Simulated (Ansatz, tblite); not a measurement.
Spin states of the cluster K₂S (the lowest singlet isomer of a short search), each relaxed with r2SCAN-D4/def2-TZVP in Ansatz. Electronic energies in the gas phase.

The xTB rows come from tblite. B3LYP takes the VWN-RPA correlation. Correlated methods freeze 15 core orbitals; core or outer-core shells of K are correlated, in sets that lack core-valence functions. In CCSD on the charge 0 triplet the largest single amplitude is 0.39, so its Hartree–Fock determinant may place the open shell otherwise than the density functionals do. HOMO above LUMO, or a gap near zero within one spin, warns that the state may not be the lowest or that an electron is smeared out. The structure comes from a short search, and lower isomers may exist.

Singlet geometry (D∞h within 0.1 Å):

```xyz
3

K     0.440    0.975    2.526
K    -0.459   -0.983   -2.519
S     0.019    0.008   -0.006
```

Triplet geometry (D∞h within 0.1 Å):

```csv
atom,x (Å),y (Å),z (Å)
K1,-2.118,0.111,2.121
K2,2.134,-0.122,-2.105
S3,-0.016,0.011,-0.016
```

Quintet geometry (D∞h within 0.1 Å):

```xyz
3

K    -2.584    1.123   -2.885
K     2.583   -1.159    2.871
S     0.000    0.035    0.014
```

⟨S²⟩: triplet 2.00 at PBE0-D4/def2-TZVP (pure 2.00), quintet 6.01 at PBE0-D4/def2-TZVP (pure 6.00).

Run but left out: HF/def2-TZVP, HF/def2-TZVPP, MP2/def2-TZVP, MP2/def2-TZVPP (triplet: a determinant that CCSD turns far, T1 0.060); LDA (SPW92)/def2-TZVP (triplet: an occupied level 0.03 eV above an empty one).

Only these spin states were relaxed. The quintet has other bonds than the singlet, so the gap mixes isomer and spin.

```
              level  triplet − singlet (kcal/mol)  quintet − singlet (kcal/mol)  lowest of these                     remarks
r2SCAN-D4/def2-TZVP                          33.7                         111.9          singlet                           –
   B97M-V/def2-TZVP                          28.4                         108.7          singlet                           –
 B3LYP-D4/def2-TZVP                          30.6                         101.5          singlet                           –
  PBE0-D4/def2-TZVP                          31.9                         104.3          singlet                           –
  ωB97M-V/def2-TZVP                          38.9                         114.9          singlet                           –
    CCSD/def2-TZVPP                          30.3                          95.8          singlet  large T1 (0.060) (triplet)
```

**Question.** Estimate the rows for GFN1-xTB, GFN2-xTB, PBE-D4/def2-TZVP, revPBE-D4/def2-TZVP, RPA@PBE/def2-TZVP, CCSD(T)/def2-TZVPP.

**Answer.** 
```csv
level,triplet − singlet (kcal/mol),quintet − singlet (kcal/mol),lowest of these,remarks
GFN1-xTB,69.9,214.3,singlet,–
GFN2-xTB,24.1,127.1,singlet,–
PBE-D4/def2-TZVP,32.7,107.5,singlet,–
revPBE-D4/def2-TZVP,30.9,102.0,singlet,gap within one spin near zero (triplet)
RPA@PBE/def2-TZVP,19.9,89.2,singlet,–
CCSD(T)/def2-TZVPP,32.7,99.8,singlet,large T1 (0.060) (triplet)
```

The xTB methods have no term that favours high spin, so they put low spin too low.
